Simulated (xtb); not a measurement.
3-methylbut-3-enal (C5H8O), SMILES C=C(C)CC=O. All values are semi-empirical tight-binding results from xtb (GFN2-xTB unless named), good for trends rather than for accurate numbers. Geometry: GFN2-xTB. One conformer was computed; it need not be the lowest.

Optimised geometry:

Bond lengths (Å): C1–C2 1.323, C1–H7 1.077, C1–H8 1.076, C2–C3 1.496, C2–C4 1.512, C3–H9 1.089, C3–H10 1.090, C3–H11 1.086, C4–C5 1.505, C4–H12 1.091, C4–H13 1.090, C5–O6 1.198, C5–H14 1.108. Angles (°): C2–C1–H7 122.2, C2–C1–H8 121.6, H7–C1–H8 116.2, C1–C2–C3 123.5, C1–C2–C4 121.8, C3–C2–C4 114.7, C2–C3–H9 110.1, C2–C3–H10 110.1, C2–C3–H11 111.2, H9–C3–H10 107.6, H9–C3–H11 109.1, H10–C3–H11 108.6, C2–C4–C5 106.8, C2–C4–H12 110.6, C2–C4–H13 110.3, C5–C4–H12 109.7, C5–C4–H13 109.1, H12–C4–H13 110.4, C4–C5–O6 125.4, C4–C5–H14 113.2, O6–C5–H14 121.4.
Charge 0, spin multiplicity 1.

Computed properties:
```json
{
 "orbital_gap": "3.52 eV",
 "dipole_moment": "2.61 D",
 "zero_point_energy": "72.1 kcal/mol",
 "G − E(el) at 298.15 K (modified RRHO)": "52.4 kcal/mol",
 "static polarisability (D4 model)": "64.3 bohr³",
 "solvation energy, GFN2-xTB/ALPB(water)": "-2.1 kcal/mol",
 "solvation energy, GFN2-xTB/ALPB(ether)": "-5.8 kcal/mol"
}
```

Computed IR lines (harmonic; lines under 4 % of the strongest left out, lines within 3 cm⁻¹ merged):
ν (cm⁻¹): 504 (w), 894 (w), 1067 (w), 1132 (m), 1269 (w), 1376 (w), 1724 (m), 1789 (vs), 2762 (m), 3006 (w), 3023 (w), 3053 (w), 3106 (w), 3131 (w) (against the strongest line: vs over 80 %, s over 45 %, m over 15 %, w over 4 %, vw less)

Give the atomic charges and the Wiberg bond orders between heavy atoms. (Estimate from the structure and the level; the computed values follow.)

charges (e) C1 -0.11, C2 0.03, C3 -0.11, C4 -0.09, C5 0.22, O6 -0.32, H7 0.04, H8 0.04, H9 0.06, H10 0.05, H11 0.05, H12 0.07, H13 0.06, H14 0.02. Bond orders C1–C2 1.92, C2–C3 1.03, C2–C4 0.97, C4–C5 0.99, C5–O6 1.93.
